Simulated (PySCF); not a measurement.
**A survey of 29Si NMR shifts**

Theoretical values (PySCF 2.14.0 with density-fitted response routines): geometry: GFN2-xTB, σ from GIAO-PBE0/pcSseg-1. No relativistic terms, averaged over atoms made equivalent by symmetry, fast rotation or ring inversion, isolated molecule, single conformer.

Shieldings were converted by a linear fit to measured shifts: 29Si: δ = 279.94 − 0.822σ (rms 8.9 ppm, 72 shifts, 25.8 ppm with the 6 outliers that the fit left out vs TMS, solution or neat liquid). Occasional misses reach two or three times the rms, and more in compound classes unlike the fitted ones.

Question: Give the 29Si shifts of `CN(CCC#N)[SiH2]S`, `C[Si@@H]1CC[C@@H](C(F)F)[Si@H]1N`, `C[SiH2]c1ccc(C)o1`.

Answer: 
| compound | environment | δ (ppm) |
| --- | --- | --- |
| CN(CCC#N)[SiH2]S | silicon bonded to N, S, 2 H | -27.6 |
| [CH3:1][Si@@H:2]1[CH2:3][CH2:4][C@@H:5]([CH:6]([F:7])[F:8])[Si@H:9]1[NH2:10] | Si9: silicon bonded to C, N, Si, H, in a 5-membered ring | -23.0 |
| [CH3:1][Si@@H:2]1[CH2:3][CH2:4][C@@H:5]([CH:6]([F:7])[F:8])[Si@H:9]1[NH2:10] | Si2: silicon bonded to 2 C, Si, H, in a 5-membered ring | -36.8 |
| C[SiH2]c1ccc(C)o1 | silicon bonded to 2 C, 2 H | -54.9 |

Question: Order these by 29Si shift, lowest first.
A. CCC1=C[SiH2]C=CO1
B. CC#C[C@H]1CO[SiH2]C1
C. ClC[SiH2]Cl
D. C=C/C=C/C=C/O[SiH3]
E. O=C1CCCN1C1C[SiH2]C1

Answer: A (-74.4 ppm, silicon bonded to 2 C, 2 H, in a 6-membered ring), E (-53.8 ppm, silicon bonded to 2 C, 2 H, in a 4-membered ring), D (-37.3 ppm, silicon bonded to O, 3 H), C (-26.5 ppm, silicon bonded to C, Cl, 2 H), B (-6.6 ppm, silicon bonded to C, O, 2 H, in a 5-membered ring).
